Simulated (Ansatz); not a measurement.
# Ligand exchange: NaBr + C2H8OSi → NaOH + C2H7BrSi

Species: NaBr, singlet; C2H8OSi `CC[SiH2]O`, singlet; NaOH `[OH][Na]`, singlet; C2H7BrSi `CC[SiH2]Br`, singlet. The partners trade Br for OH: Na–Br and Si–OH bonds give way to Na–OH and Si–Br.

Shapes, held fixed at every level: PBE0-D4/def2-TZVP. Flexible molecules stand in one conformer, not always the lowest. Programs: Ansatz 0.2.0. The zero-point and thermal change to 298 K, harmonic and unscaled (PBE0-D4/def2-TZVP), is -3.6 kJ/mol.

**Question.** Estimate ΔH(298 K) of this reaction.

**Answer.** The highest level, CCSD(T)/def2-TZVPP, gives ΔH(298 K) = +163.9 kJ/mol; the levels span +149.9 to +199.8. The column of differences is taken from that level and isn't an error. No measured value is set beside it here. Relativity is left out for Br. Outer-core shells of Br, Na are correlated, in sets that cover them unevenly.

| level | kind | ΔH(298 K) (kJ/mol) | less CCSD(T)/def2-TZVPP |
| --- | --- | --- | --- |
| HF/def2-SVP | Hartree–Fock | +199.8 | +35.9 |
| PBE-D4/def2-TZVPP | GGA | +149.9 | -14.0 |
| PBE0-D4/def2-TZVPP | global hybrid | +162.5 | -1.4 |
| r2SCAN0-D4/def2-TZVPP | global hybrid | +171.2 | +7.3 |
| wB97M-V/def2-TZVPP | range-separated hybrid | +165.1 | +1.2 |
| B2PLYP/def2-TZVPP | double hybrid | +164.2 | +0.3 |
| CCSD/def2-TZVPP | coupled cluster or CI | +167.9 | +4.0 |
| CCSD(T)/def2-TZVPP | coupled cluster or CI | +163.9 | 0.0 |
